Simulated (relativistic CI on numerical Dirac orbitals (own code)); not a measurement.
## Line list: Forbidden lines, Ce³⁶⁺

Method of calculation: Dirac-Coulomb-Breit CI, KLI orbitals optimised for each configuration, QED by a radiative potential, unscaled Slater integrals (own radial code, finite nucleus).

Configuration list (outside the closed core [Ne]): 3s2.3p6.3d4, 3s2.3p5.3d5, 3s.3p6.3d5, 3s2.3p6.3d3.4s, 3s2.3p6.3d3.4p, 3s2.3p6.3d3.4d, 3s2.3p5.3d4.4s, 3s2.3p6.3d3.4f, 3s.3p6.3d4.4s, 3p6.3d5.4p, 3s2.3p6.3d3.5s, 3p6.3d6, 3p5.3d7, 3p5.3d6.4s, 3p6.3d5.4s, 3p5.3d5.4s2, 3s2.3p6.3d2.4s2, 3s2.3p6.3d.4s2.4p, 3s2.3p6.3d.4s2.4d. Double excitations out of closed p, d and f shells are left out; levels of such configurations are missing from the list, as are those of other unlisted configurations, and high levels can miss mixing partners.

```tsv
λ vac (Å)	Lower	Upper	Type	A (s⁻¹)	log gf
254.71	3s2.3p6.3d4 5D_2 [3]	3s2.3p6.3d4 3P_2 [23]	M1	1.09e+04	-6.28
270.51	3s2.3p6.3d4 5D_2 [3]	3s2.3p6.3d4 3D_1 [21]	M1	1.76e+04	-6.24
295.24	3s2.3p6.3d4 5D_3 [5]	3s2.3p6.3d4 3F_4 [20]	M1	9.41e+03	-5.96
296.21	3s2.3p6.3d4 5D_2 [3]	3s2.3p6.3d4 3F_3 [18]	M1	2.01e+04	-5.73
322.15	3s2.3p6.3d4 5D_3 [5]	3s2.3p6.3d4 3F_3 [18]	M1	7.17e+03	-6.11
328.67	3s2.3p6.3d4 5D_2 [3]	3s2.3p6.3d4 3F_2 [17]	M1	2.41e+04	-5.71
336.30	3s2.3p6.3d4 5D_1 [2]	3s2.3p6.3d4 3D_2 [15]	M1	1.01e+04	-6.07
360.92	3s2.3p6.3d4 5D_3 [5]	3s2.3p6.3d4 3F_2 [17]	M1	1.40e+05	-4.86
366.45	3s2.3p6.3d4 5D_3 [5]	3s2.3p6.3d4 3F_4 [16]	M1	2.82e+04	-5.29
402.47	3s2.3p6.3d4 5D_0 [6]	3s2.3p6.3d4 3D_1 [21]	M1	1.17e+05	-5.07
429.41	3s2.3p6.3d4 5D_2 [3]	3s2.3p6.3d4 3D_2 [15]	M1	9.26e+03	-5.89
431.68	3s2.3p6.3d4 5D_4 [7]	3s2.3p6.3d4 3F_4 [20]	M1	5.88e+04	-4.83
433.96	3s2.3p6.3d4 5D_4 [7]	3s2.3p6.3d4 3G_5 [19]	M1	1.53e+04	-5.32
452.24	3s2.3p6.3d4 3F_2 [8]	3s2.3p6.3d4 3D_1 [21]	M1	9.93e+04	-5.04
452.97	3s2.3p6.3d4 3F_4 [4]	3s2.3p6.3d4 3F_3 [14]	M1	5.48e+04	-4.93
457.57	3s2.3p6.3d4 3P_1 [12]	3s2.3p6.3d4 1S_0 [24]	M1	1.41e+05	-5.35
469.03	3s2.3p6.3d4 3G_3 [9]	3s2.3p6.3d4 3F_4 [20]	M1	3.51e+04	-4.98
469.42	3s2.3p6.3d4 5D_1 [2]	3s2.3p6.3d4 3F_2 [8]	M1	1.06e+05	-4.76
489.40	3s2.3p6.3d4 5D_3 [5]	3s2.3p6.3d4 3F_3 [14]	M1	5.70e+03	-5.84
510.01	3s2.3p6.3d4 3H_5 [10]	3s2.3p6.3d4 1I_6 [22]	M1	5.18e+04	-4.58
512.60	3s2.3p6.3d4 5D_3 [5]	3s2.3p6.3d4 3G_4 [13]	M1	1.18e+04	-5.38
516.42	3s2.3p6.3d4 5D_2 [3]	3s2.3p6.3d4 3P_1 [12]	M1	1.11e+05	-4.88
526.17	3s2.3p6.3d4 3H_5 [10]	3s2.3p6.3d4 3F_4 [20]	M1	4.98e+03	-5.73
528.96	3s2.3p6.3d4 3F_2 [8]	3s2.3p6.3d4 3F_3 [18]	M1	1.08e+05	-4.50
529.57	3s2.3p6.3d4 3H_5 [10]	3s2.3p6.3d4 3G_5 [19]	M1	3.15e+04	-4.84
538.54	3s2.3p6.3d4 5D_1 [2]	3s2.3p6.3d4 5D_0 [6]	M1	2.50e+05	-4.96
540.79	3s2.3p6.3d4 3G_3 [9]	3s2.3p6.3d4 3F_3 [18]	M1	8.63e+04	-4.58
559.67	3s2.3p6.3d4 3H_6 [11]	3s2.3p6.3d4 1I_6 [22]	M1	4.39e+04	-4.57
568.09	3s2.3p6.3d4 3P_1 [12]	3s2.3p6.3d4 3D_1 [21]	M1	5.55e+04	-5.09
583.31	3s2.3p6.3d4 3H_6 [11]	3s2.3p6.3d4 3G_5 [19]	M1	2.23e+04	-4.90
603.01	3s2.3p6.3d4 5D_4 [7]	3s2.3p6.3d4 3F_4 [16]	M1	9.53e+04	-4.33
605.74	3s2.3p6.3d4 3F_4 [4]	3s2.3p6.3d4 3H_5 [10]	M1	3.67e+04	-4.65
620.78	3s2.3p6.3d4 3F_3 [14]	3s2.3p6.3d4 3P_2 [23]	M1	1.19e+04	-5.46
626.07	3s2.3p6.3d4 3D_2 [15]	3s2.3p6.3d4 3P_2 [23]	M1	1.41e+04	-5.38
642.25	3s2.3p6.3d4 3F_2 [8]	3s2.3p6.3d4 3F_2 [17]	M1	1.06e+04	-5.48
654.93	3s2.3p6.3d4 5D_2 [3]	3s2.3p6.3d4 3G_3 [9]	M1	3.30e+04	-4.83
673.16	3s2.3p6.3d4 5D_2 [3]	3s2.3p6.3d4 3F_2 [8]	M1	3.23e+04	-4.96
678.51	3s2.3p6.3d4 3G_3 [9]	3s2.3p6.3d4 3F_4 [16]	M1	1.23e+04	-5.12
702.22	3s2.3p6.3d4 3G_4 [13]	3s2.3p6.3d4 3G_5 [19]	M1	3.42e+04	-4.56
796.78	3s2.3p6.3d4 5D_3 [5]	3s2.3p6.3d4 3G_3 [9]	M1	4.15e+04	-4.56
796.90	3s2.3p6.3d4 3P_0 [1]	3s2.3p6.3d4 5D_1 [2]	M1	5.79e+04	-4.78
804.95	3s2.3p6.3d4 3H_5 [10]	3s2.3p6.3d4 3F_4 [16]	M1	6.47e+03	-5.25
809.82	3s2.3p6.3d4 3F_4 [4]	3s2.3p6.3d4 5D_4 [7]	M1	5.46e+04	-4.32
934.11	3s2.3p6.3d4 5D_3 [5]	3s2.3p6.3d4 5D_4 [7]	M1	8.20e+03	-5.02
1550.9	3s2.3p6.3d4 5D_1 [2]	3s2.3p6.3d4 5D_2 [3]	M1	8.48e+03	-4.82
```

Terms are leading LS components. Brackets give the number of a level in order of energy, since labels repeat. The list gives strong lines, with weight on those to low levels, among the lowest 200 of 2413 levels, so that lines to higher ones, which can be the strongest, are missing. Levels whose partners in the same complex of configurations lie outside the list can be far off, and so can their lines. Rates are taken at the computed energies, electric ones in the length gauge.

At this charge energies of transitions that change n are usually good to better than 1 %, and those within a shell (Δn = 0) to a few per cent. Terms inside the open d or f shell come out 10 to 20 % too wide with unscaled integrals.

LS names give the leading component of a level, which can be under half, so a name can repeat, a term be missing and a line seem to break the LS rules.
